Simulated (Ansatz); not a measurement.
One geometry of [VO(NH3)4]2+ (VN₄OH₁₂²⁺), several levels of theory.

```yaml
crystal:
  periodic: [false, false, false]
  atoms:
    - {symbol: V, position_ang: [0.001295, 0.000278, 0.340850]}
    - {symbol: O, position_ang: [0.009515, 0.001043, 1.883720]}
    - {symbol: N, position_ang: [2.114573, -0.005263, -0.109228]}
    - {symbol: H, position_ang: [2.609753, 0.578162, 0.590004]}
    - {symbol: H, position_ang: [2.412615, 0.360988, -1.031133]}
    - {symbol: H, position_ang: [2.578115, -0.927457, -0.030988]}
    - {symbol: N, position_ang: [0.002683, 2.113510, -0.107696]}
    - {symbol: H, position_ang: [-0.383844, 2.411616, -1.021257]}
    - {symbol: H, position_ang: [0.926693, 2.576458, -0.050954]}
    - {symbol: H, position_ang: [-0.564777, 2.609152, 0.604279]}
    - {symbol: N, position_ang: [-2.116066, 0.005513, -0.090263]}
    - {symbol: H, position_ang: [-2.578472, 0.929391, -0.026763]}
    - {symbol: H, position_ang: [-2.604515, -0.563890, 0.625196]}
    - {symbol: H, position_ang: [-2.423254, -0.378540, -1.001863]}
    - {symbol: N, position_ang: [-0.003796, -2.113441, -0.108108]}
    - {symbol: H, position_ang: [-0.931206, -2.572605, -0.087409]}
    - {symbol: H, position_ang: [0.533862, -2.609295, 0.626693]}
    - {symbol: H, position_ang: [0.416855, -2.415610, -1.005090]}
basis:
  gaussian: {orbitals: def2-TZVP, initial_orbitals: start.molden}
total_charge: 2
magnetization: {spin_polarized: true, initial_magnetization: 1}
hamiltonian: {xc: {name: LC-wPBE}}
scf: {omitted_lower_state_checks: [starts]}
output: {orbitals: {seedname: orbitals}}
```

The file start.molden holds the orbitals of an earlier run on this structure, at another level or in another basis.

```sh
$ ansatz run in.yaml --threads 4 --pin off --events-out ev --progress --plain --max-ram 8704MiB
```

Shortened log:

```
Functional definition: LC-wPBE
1733 factors; their error is unknown
597 factors; integrals over basis functions are off by at most 1.1e-5 eV
mean field evaluation 1: about -33873.4662 eV, gradient 7.8e0 eV
mean field evaluation 2: about -33873.6176 eV, gradient 1.8e-1 eV
mean field evaluation 4: about -33873.5644 eV, gradient 1.3e-3 eV
mean field -33873.56444304 eV, -1244.8305329550 hartree, gradient 6.4e-5 eV, S^2 0.766114; 0 other end points of the search recorded, 0 dependent functions left out
reference -33873.56444304 eV, -1244.8305329552 hartree; 35, 34 occupied and 237, 238 virtual orbitals, 1733 factors
Total energy: -33873.56444304 eV, -1244.8305329552 hartree
Checks for a lower state left out: starts
```

Hardware: 4 threads of Intel Xeon Platinum 8259CL on a shared host. Wall time 19 s, peak host memory 0.83 GiB.

First input, but with `correlation: {method: mp2}` and without the key `hamiltonian` (abridged; 59 s):

```
Functional definition: HF
mean field evaluation 16: about -33803.0587 eV, gradient 1.8e-1 eV
mean field -33803.07092722 eV, -1242.2399440308 hartree, gradient 5.7e-6 eV, S^2 1.425886
10 core orbitals not correlated: weight in the atoms' cores, before any rotation towards them, 1.000 or more for the frozen orbitals, at most 0.000 for the correlated occupied ones
second order -40.43936068 eV of doubles, -0.00000000 eV of singles
Total energy: -33843.51028790 eV, -1243.7260631250 hartree
Checks for a lower state left out: starts
```

As the first input, with `hamiltonian: {xc: pbe}`, `correlation: {method: rpa}` and without the key `output` (abridged; 25 s):

```
Functional definition: PBE
mean field -33868.10290847 eV, -1244.6298252616 hartree, gradient 2.8e-6 eV, S^2 0.759907
10 core orbitals not correlated: weight in the atoms' cores, before any rotation towards them, 1.000 or more for the frozen orbitals, at most 0.000 for the correlated occupied ones
Total energy: -33866.13917853 eV, -1244.5576595172 hartree
Checks for a lower state left out: starts
```

First input, but with `gaussian: {orbitals: def2-SVP, initial_orbitals: start.molden}`, `hamiltonian: {xc: pbe, dispersion: d4}` (abridged; 7.5 s):

```
Functional definition: PBE
mean field -33855.30167902 eV, -1244.1593887565 hartree, gradient 2.3e-5 eV, S^2 0.760463
Total energy: -33855.61515523 eV, -1244.1709087944 hartree
Checks for a lower state left out: starts
```

As the first input, with `hamiltonian: {xc: pbe, dispersion: d4}`, `output: {forces: true, orbitals: {seedname: orbitals}}` (abridged; 14 s):

```
Functional definition: PBE
mean field -33868.10317125 eV, -1244.6298349187 hartree, gradient 5.5e-5 eV, S^2 0.759907
Total energy: -33868.41661849 eV, -1244.6413538921 hartree
Atom 0 force    -0.003079     0.000359    -0.635556 eV/Å
Atom 1 force     0.001922     0.000293     0.689932 eV/Å
Atom 2 force     0.414278     0.011355    -0.048033 eV/Å
Atom 3 force    -0.134221    -0.130473    -0.155244 eV/Å
Atom 4 force    -0.096220    -0.086368     0.206975 eV/Å
Atom 5 force    -0.128524     0.206329    -0.017342 eV/Å
Atom 6 force    -0.008717     0.414151    -0.048437 eV/Å
Atom 7 force     0.090748    -0.096469     0.204800 eV/Å
Atom 8 force    -0.206550    -0.127552    -0.013348 eV/Å
Atom 9 force     0.127204    -0.134945    -0.157359 eV/Å
Atom 10 force    -0.415187    -0.013513    -0.045567 eV/Å
Atom 11 force     0.129075    -0.207658    -0.012636 eV/Å
Atom 12 force     0.132129     0.128059    -0.159871 eV/Å
Atom 13 force     0.098926     0.090868     0.204738 eV/Å
Atom 14 force     0.011071    -0.415668    -0.047436 eV/Å
Atom 15 force     0.209087     0.127946    -0.002651 eV/Å
Atom 16 force    -0.121682     0.134475    -0.164381 eV/Å
Atom 17 force    -0.100259     0.098812     0.201416 eV/Å
Dipole moment:    -0.004436    -0.000557    -1.051129 e Å
Checks for a lower state left out: starts
```

The first input with `hamiltonian: {xc: {name: CAM-B3LYP}, dispersion: d4}` (abridged; 27 s):

```
Functional definition: CAM-B3LYP
mean field -33880.68346839 eV, -1245.0921523113 hartree, gradient 2.0e-5 eV, S^2 0.766405
Total energy: -33880.95609818 eV, -1245.1021712711 hartree
Checks for a lower state left out: starts
```

Geometry: PBE-D4/def2-SVP.

LC-ωPBE has ω = 0.4 bohr⁻¹. Correlated methods freeze 10 core orbitals; core or outer-core shells of V are correlated, in sets that lack core-valence functions. At MP2/def2-TZVP the charge 2 doublet is spin-contaminated (final ⟨S²⟩ up to 1.43, 0.75 for a pure state).
